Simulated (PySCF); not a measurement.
One entry of a table of gas-phase calculations, keyed by method. Lists by class give the value and the number of equivalent atoms.

```json
{
 "formula": "C6H9Al",
 "smiles": "C=[CH][Al]([CH]=C)[CH]=C",
 "charge": 0,
 "multiplicity": 1,
 "geometry_level": "PBE0-D3(BJ)/def2-SVP",
 "atoms_angstrom": [
  ["C", -1.522, -2.187, -1.106],
  ["C", -0.312, -1.807, -0.663],
  ["Al", 0.001, 0.005, -0.015],
  ["C", 1.766, 0.517, 0.635],
  ["C", 2.78, -0.364, 0.661],
  ["C", -1.451, 1.304, -0.008],
  ["C", -1.266, 2.552, 0.457],
  ["H", -2.381, -1.504, -1.123],
  ["H", -1.73, -3.2, -1.477],
  ["H", 0.473, -2.577, -0.693],
  ["H", 1.999, 1.526, 1.003],
  ["H", 3.785, -0.109, 1.024],
  ["H", 2.661, -1.4, 0.319],
  ["H", -2.463, 1.075, -0.372],
  ["H", -2.064, 3.306, 0.478],
  ["H", -0.297, 2.89, 0.846]
 ],
 "electronic_structure_code": "PySCF",
 "results": {
  "PBE0-D3(BJ)/def2-SVP geometry optimisation, gas phase": {
   "rotational_constants_GHz": [1.9, 1.896, 0.949]
  },
  "CAM-B3LYP/def2-SVPD ground state, ΔSCF and vertical TDDFT (core frozen in the response)": {
   "dipole_D": 0.01,
   "homo_eV": -9.1,
   "lumo_eV": -0.53,
   "S1_eV": 5.11,
   "strongest_line_of_10_singlets_degenerate_states_summed_eV": 5.92,
   "T1_tda_eV": 3.96,
   "polarisability_au": 99.1,
   "vertical_ip_eV": 9.84,
   "r2_bohr2_about_centre_of_nuclear_charge": 1232.1,
   "singlets_eV_and_f": [
    [5.11, 0.0],
    [5.11, 0.0],
    [5.92, 0.267],
    [5.92, 0.268],
    [6.18, 0.002],
    [6.46, 0.0],
    [6.81, 0.0],
    [6.81, 0.0],
    [7.19, 0.0],
    [7.19, 0.0]
   ],
   "triplets_tda_eV": [3.96, 3.96, 4.09, 4.69]
  },
  "PBE0/pcSseg-1 ground state and GIAO shieldings, non-relativistic": {
   "shift_vs_computed_TMS_C_by_class_ppm": [
    [153.7, 3],
    [147.8, 3]
   ],
   "shift_vs_computed_TMS_H_by_class_ppm": [
    [6.95, 3],
    [6.91, 3],
    [6.78, 3]
   ],
   "shielding_other_nuclei_by_class_ppm": [
    ["Al", 341.4, 1]
   ],
   "charges_hirshfeld_e_by_atom": [-0.08, -0.21, 0.52, -0.21, -0.08, -0.21, -0.08, 0.04, 0.04, 0.03, 0.03, 0.04, 0.04, 0.03, 0.04, 0.04]
  }
 }
}
```

The polarisability is 14.69 Å³ as a volume (1 au = 0.148185 Å³), or 1.71 au for each of the 58 electrons. S1 lies 3.46 eV below the HOMO–LUMO gap. The vertical singlet–triplet gap S1 − T1 is 1.15 eV (TDDFT singlet less Tamm–Dancoff triplet). The ΔSCF ionisation energy exceeds −ε(HOMO) by 0.74 eV with CAM-B3LYP. With B = h/(8π²I), that is 505.379 GHz u Å² over I, the principal moments of inertia are 266.0, 266.6 and 532.6 u Å² (most abundant isotopes).

The values belong to the conformer `[CH2:1]=[CH:2][Al:3]([CH:4]=[CH2:5])[CH:6]=[CH2:7]`: C1–C2–Al3–C4 179°, C2–Al3–C4–C5 -1°, C2–Al3–C6–C7 179°.
